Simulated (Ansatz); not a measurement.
Consider the cleavage of the B–B bond: `CB(F)BCl` + CH₃SH → `CSBCl` + `CBF`.

Program: Ansatz. Geometries: PBE0-D4/def2-TZVP. ΔE: electronic, gas phase. CCSD(T)/CBS is the MP2 limit (def2-TZVPP, def2-QZVPP) plus CCSD(T) − MP2 in def2-TZVPP, frozen cores. This one scheme is used for every species. Functionals use def2-TZVPP. Each species was taken in one conformer, which may not be the lowest.

`CB(F)BCl`:

```xyz
9

C     0.130    1.137   -0.630
B    -0.606   -0.059    0.050
F    -1.929   -0.161   -0.110
B     0.180   -1.269    0.947
Cl    0.906   -2.610    0.091
H     0.940    1.542   -0.018
H     0.608    0.758   -1.543
H    -0.548    1.944   -0.920
H     0.318   -1.282    2.134
```

CH₃SH:

Cartesian coordinates in Å:
```
C -0.428 0.081 -0.228
S 1.230 0.510 0.346
H -0.406 -0.762 -0.918
H -0.801 0.956 -0.760
H -1.097 -0.130 0.605
H 1.502 -0.655 0.953
```

`CSBCl`:

Z-matrix (Å, degrees):
```
C
S 1 1.810
H 1 1.088 2 110.2
H 1 1.089 2 109.0 3 120.4
H 1 1.089 2 109.0 3 -120.4
B 2 1.766 1 103.2 3 -0.0
Cl 6 1.749 2 119.0 1 -180.0
H 6 1.191 2 121.7 1 0.0
```

`CBF`:

Cartesian coordinates in Å:
```
C -0.106 0.532 0.423
B 0.138 -0.664 -0.537
F -0.284 -1.881 -0.219
H -0.631 0.264 1.341
H -0.673 1.312 -0.098
H 0.851 0.999 0.682
H 0.704 -0.562 -1.592
```

```tsv
species	BHLYP-D4 energy (Eh)
`CB(F)BCl`	-650.34908
CH₃SH	-438.70154
`CSBCl`	-923.83399
`CBF`	-165.26060
```

Problem. Work out ΔE.

Solution. ΔE = (-923.83399) + (-165.26060) − (-650.34908) − (-438.70154) = -0.04397 Eh = -27.6 kcal/mol. CCSD(T)/CBS gives -28.1 kcal/mol.

Largest T1 diagnostic among the species: 0.013.

At CCSD(T), def2-SVP lies −1.4 kcal/mol from the extrapolated value and def2-TZVPP +0.1 kcal/mol. In def2-TZVPP, CCSD(T) changes the Hartree–Fock value by −2.4 kcal/mol (the triples alone add −0.9 kcal/mol) and MP2 by −4.9 kcal/mol.
